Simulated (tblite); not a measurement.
Species: H₈NSi₃ (doublet state).
SMILES with atom numbers: `[SiH2:1][NH:2][SiH2:3][SiH3:4]` (hydrogens: H5, H6 on Si1; H7 on N2; H8, H9 on Si3; H10, H11, H12 on Si4)

Structure optimised with GFN2-xTB, isolated species. This method treats the open shell by occupation alone, without spin polarisation.

(1) Give the optimised bond lengths and angles.

Results:

(1) 
```
                     bond  length (Å)   order
                   Si1–N2       1.736  single
                   N2–Si3       1.738  single
                  Si3–Si4       2.303  single
           Si1–H5, Si1–H6       1.459  single
                    N2–H7       1.007  single
           Si3–H8, Si3–H9       1.473  single
Si4–H10, Si4–H11, Si4–H12       1.468  single
```

Bonds in one row agree within 0.01 Å and their mean is given. Orders are formal, as drawn. A selection of angles:
```
      angle  degrees
  N2–Si1–H5    107.5
  H5–Si1–H6    115.2
 Si1–N2–Si3    130.6
  Si1–N2–H7    113.4
  Si3–N2–H7    114.7
 N2–Si3–Si4    110.2
  N2–Si3–H8    108.8
  N2–Si3–H9    103.4
 Si4–Si3–H8    113.0
  H8–Si3–H9    106.4
Si3–Si4–H10    114.1
Si3–Si4–H11    110.8
H10–Si4–H11    106.0
```

Torsions: Si1–N2–Si3–Si4 -56° (synclinal). The mirror-image conformer, all signs reversed, is as good.

Si1 (silicon bonded to N and 2 H) is pyramidal (angles 115.2°, 108.0° and 107.5°, sum 330.6°, 0.49 Å off the plane of its three neighbours). Si3 (silicon bonded to N, Si and 2 H) is distorted tetrahedral (angles from 103.4° to 114.4°). N2 (nitrogen bonded to 2 Si and H) is almost planar (angles 130.6°, 114.7° and 113.4°, sum 358.7°, 0.09 Å off the plane of its three neighbours). Si4 (silicon bonded to Si and 3 H) is distorted tetrahedral (angles from 105.5° to 114.1°).

Point group: C1 (no symmetry element, even within 0.4 Å). GFN2-xTB frequencies show an imaginary mode (37i cm⁻¹), so the point is no minimum at that level. Torsions: H–Si1–N2–Si3 145° and 20°, Si1–N2–Si3–Si4 -56°. 3 starts were optimised and ended at 0.00, 0.01 and 0.38 kcal/mol (GFN2-xTB); the lowest of these is shown.

These are computed values.
